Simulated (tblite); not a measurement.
C4H13BO2Si2.
Atom-mapped SMILES: `[CH2:1]=[CH:2][O:3][Si@:4]([OH:5])([SiH3:6])[B:7]([CH3:8])[CH3:9]` (hydrogens: H10, H11 on C1; H12 on C2; H13 on O5; H14, H15, H16 on Si6; H17, H18, H19 on C8; H20, H21, H22 on C9)

Computed with GFN2-xTB (tblite), gas phase: L-BFGS steps from a force-field or distance-geometry start until the largest atomic force falls under 0.01 eV/Å.

Step 116: E = -763.2170 eV
```
atom  x, y, z in Å  |  force x, y, z in eV/Å
C1      3.1151    0.6236    1.6483   -0.023   0.008   0.018
C2      2.2558    0.6498    0.6433   -0.030  -0.022  -0.002
O3      1.5652   -0.4228    0.2321    0.020   0.020   0.000
Si4     0.1715   -0.4939   -0.6825    0.014   0.005   0.002
O5      0.2467   -2.0127   -1.3005   -0.009   0.008   0.002
Si6     0.4630    1.0824   -2.3709    0.008  -0.004  -0.033
B7     -1.4596   -0.5209    0.4166   -0.015   0.012   0.048
C8     -2.7839   -1.0546   -0.2421    0.012   0.001   0.003
C9     -1.4873   -0.0030    1.9037   -0.021   0.010   0.006
H10     3.2950   -0.2740    2.2130    0.002   0.003  -0.015
H11     3.6521    1.5100    1.9283    0.022  -0.026   0.006
H12     2.0733    1.5626    0.0801   -0.007  -0.020   0.010
H13     1.0663   -2.3957   -1.6017    0.053   0.001  -0.015
H14     1.7745    0.9941   -3.0331    0.000   0.000  -0.015
H15     0.3918    2.4702   -1.8884   -0.020   0.015   0.022
H16    -0.5333    0.9994   -3.4440   -0.006  -0.018  -0.006
H17    -3.0572   -0.4494   -1.1066    0.001   0.003  -0.004
H18    -2.6137   -2.0547   -0.6413   -0.027   0.004   0.011
H19    -3.6451   -1.0948    0.4219   -0.002  -0.014  -0.022
H20    -2.2917   -0.4275    2.5028    0.026   0.007   0.006
H21    -1.6597    1.0758    1.8818    0.013   0.003  -0.007
H22    -0.5492   -0.1452    2.4386   -0.011   0.003  -0.017
```

Step 117: E = -763.2175 eV
```
atom  x, y, z in Å  |  force x, y, z in eV/Å
C1      3.1053    0.6202    1.6522   -0.032  -0.003   0.035
C2      2.2470    0.6498    0.6469   -0.022   0.003   0.004
O3      1.5641   -0.4224    0.2260    0.014  -0.030  -0.005
Si4     0.1712   -0.4959   -0.6880    0.013   0.008  -0.020
O5      0.2484   -2.0150   -1.3055   -0.010   0.008   0.003
Si6     0.4631    1.0811   -2.3762    0.015  -0.006  -0.032
B7     -1.4561   -0.5196    0.4155   -0.030  -0.002   0.027
C8     -2.7824   -1.0561   -0.2373    0.005   0.009   0.000
C9     -1.4776    0.0020    1.9003   -0.020   0.004   0.019
H10     3.2880   -0.2801    2.2110    0.008  -0.015  -0.013
H11     3.6345    1.5066    1.9432    0.040   0.005   0.007
H12     2.0584    1.5655    0.0921   -0.002   0.003  -0.001
H13     1.0675   -2.3983   -1.6076    0.049   0.007  -0.012
H14     1.7752    0.9935   -3.0378   -0.001  -0.002  -0.012
H15     0.3931    2.4677   -1.8911   -0.019   0.022   0.027
H16    -0.5307    1.0058   -3.4515   -0.014  -0.026  -0.008
H17    -3.0574   -0.4514   -1.1025    0.002  -0.018   0.009
H18    -2.6130   -2.0580   -0.6337   -0.034   0.022   0.010
H19    -3.6424   -1.0942    0.4294    0.011  -0.014  -0.032
H20    -2.2791   -0.4211    2.5036    0.008   0.001   0.014
H21    -1.6496    1.0805    1.8787    0.018   0.011  -0.008
H22    -0.5380   -0.1420    2.4314    0.000   0.012  -0.013
```

Step 118: E = -763.2177 eV
```
atom  x, y, z in Å  |  force x, y, z in eV/Å
C1      3.0786    0.6148    1.6665   -0.019   0.011   0.065
C2      2.2275    0.6487    0.6548   -0.038  -0.010  -0.017
O3      1.5708   -0.4300    0.2022    0.073   0.062   0.041
Si4     0.1727   -0.5003   -0.7037    0.009   0.007  -0.035
O5      0.2426   -2.0204   -1.3197   -0.001   0.013   0.002
Si6     0.4663    1.0809   -2.3901    0.018  -0.006  -0.023
B7     -1.4462   -0.5162    0.4134   -0.042  -0.025  -0.013
C8     -2.7771   -1.0599   -0.2258   -0.007   0.020  -0.004
C9     -1.4540    0.0136    1.8945   -0.013  -0.006   0.028
H10     3.2726   -0.2963    2.2055    0.019   0.020  -0.025
H11     3.5869    1.5069    1.9865   -0.010  -0.078  -0.030
H12     2.0237    1.5756    0.1220   -0.007  -0.045   0.001
H13     1.0585   -2.4110   -1.6222    0.039   0.023  -0.004
H14     1.7783    0.9940   -3.0525   -0.004  -0.002  -0.006
H15     0.3985    2.4655   -1.8977   -0.015   0.016   0.027
H16    -0.5258    1.0178   -3.4672   -0.022  -0.033  -0.011
H17    -3.0578   -0.4597   -1.0937    0.006  -0.043   0.033
H18    -2.6100   -2.0650   -0.6158   -0.032   0.040   0.008
H19    -3.6332   -1.0945    0.4468    0.026  -0.007  -0.040
H20    -2.2496   -0.4054    2.5072   -0.013  -0.004   0.022
H21    -1.6235    1.0920    1.8707    0.020   0.024  -0.008
H22    -0.5103   -0.1325    2.4175    0.012   0.022  -0.010
```

Q: Estimate the geometry and energy of step 119. (The exact step hangs on the optimiser's Hessian estimate; all steps are aligned on step 118, rigid shifts and turns removed.)

A: E = -763.2184 eV, largest force 0.051 eV/Å
```
atom  x, y, z in Å  |  force x, y, z in eV/Å
C1      3.0844    0.6153    1.6631   -0.029   0.000   0.042
C2      2.2309    0.6495    0.6536   -0.003   0.017   0.015
O3      1.5666   -0.4251    0.2100    0.023  -0.030   0.006
Si4     0.1717   -0.4985   -0.7004    0.006   0.007  -0.030
O5      0.2466   -2.0187   -1.3159    0.002   0.012   0.001
Si6     0.4660    1.0813   -2.3881    0.009  -0.001  -0.014
B7     -1.4497   -0.5168    0.4144   -0.031  -0.022  -0.020
C8     -2.7789   -1.0593   -0.2284   -0.009   0.015  -0.005
C9     -1.4598    0.0113    1.8960   -0.005  -0.004   0.024
H10     3.2749   -0.2927    2.2062    0.017  -0.017  -0.008
H11     3.6008    1.5033    1.9749    0.018  -0.018  -0.010
H12     2.0321    1.5725    0.1150   -0.008   0.008  -0.012
H13     1.0643   -2.4074   -1.6163    0.032   0.025  -0.002
H14     1.7775    0.9942   -3.0509    0.000   0.000  -0.007
H15     0.3958    2.4663   -1.8953   -0.013   0.006   0.020
H16    -0.5264    1.0148   -3.4647   -0.021  -0.030  -0.011
H17    -3.0576   -0.4579   -1.0955    0.004  -0.033   0.022
H18    -2.6121   -2.0634   -0.6200   -0.023   0.029   0.003
H19    -3.6367   -1.0956    0.4413    0.017  -0.003  -0.026
H20    -2.2551   -0.4091    2.5078   -0.020  -0.004   0.023
H21    -1.6292    1.0897    1.8730    0.017   0.022  -0.007
H22    -0.5164   -0.1349    2.4192    0.016   0.022  -0.006
```

The energy changes by -0.0007 eV. The first-order estimate −F·Δx gives -0.0011 eV and the mean of the old and new forces, exact on a quadratic surface, -0.0007 eV. The step makes an angle of 82° with the force vector and moves no atom by more than 0.018 Å.

What follows is the cost of the whole relaxation. Hardware: one thread of an Arm Neoverse N1, shared host with 64 logical CPUs at a one-minute load of 57. Cost: 3.9 s.
